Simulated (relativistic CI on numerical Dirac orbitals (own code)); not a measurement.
Hyperfine structure of Cs XXIII, mass number 135

Calculated at this level of theory: Dirac-Coulomb-Breit CI, KLI orbitals optimised for each configuration, QED by a radiative potential, unscaled Slater integrals (own radial code, finite nucleus).

Configuration list (outside the closed core [Ar] 3d10): 4s²4p³, 4s4p⁴, 4s²4p²4d, 4p⁵, 4s4p³4d, 4s²4p²4f, 4s4p³4f, 4p⁴4d, 4s4p²4d², 4s²4p4d4f, 4p⁴4f, 4s²4p4d², 4s²4d³, 4s4p4d³, 4s²4d²4f, 4s4p4d²4f, 4p³4d², 4p²4d³, 4p²4d²4f. Double excitations out of closed p, d and f shells are left out; levels of such configurations are missing from the list, as are those of other unlisted configurations, and high levels can miss mixing partners.

Nuclear spin I = 7/2, μ = 2.7283 μN, Q = 0.048 b (tables of Stone and Pyykkö). The electronic factors are computed for point nuclear moments, without core polarisation or the Bohr-Weisskopf and QED corrections.

```tsv
Level	E (eV)	A (GHz)	B (GHz)
4s²4p³ ²D°5/2	18.1883	26.45	-0.00206
4s²4p³ ²P°1/2	22.7407	81.7	
4s²4p³ ²P°3/2	37.7790	13.27	-1.63
4s4p⁴ ⁴P5/2	66.5236	60.62	0.783
4s4p⁴ ⁴P1/2	75.5896	208.7	
4s4p⁴ ²D5/2	89.3797	69.45	-2.18
```

Levels with J = 0, under 50 % of one LS term, or S terms without an open s electron are left out. Small factors come from cancelling terms and can be off by tens of per cent or more.

At this charge energies of transitions that change n are usually good to better than 1 %, and those within a shell (Δn = 0) to a few per cent.

Give the hyperfine levels of 4s²4p³ ²P°1/2 relative to its centre of gravity.

With K = F(F + 1) − I(I + 1) − J(J + 1), E = AK/2: F = 3: -183.8, F = 4: 143 GHz.

LS names give the leading component of a level, which can be under half, so a name can repeat, a term be missing and a line seem to break the LS rules.
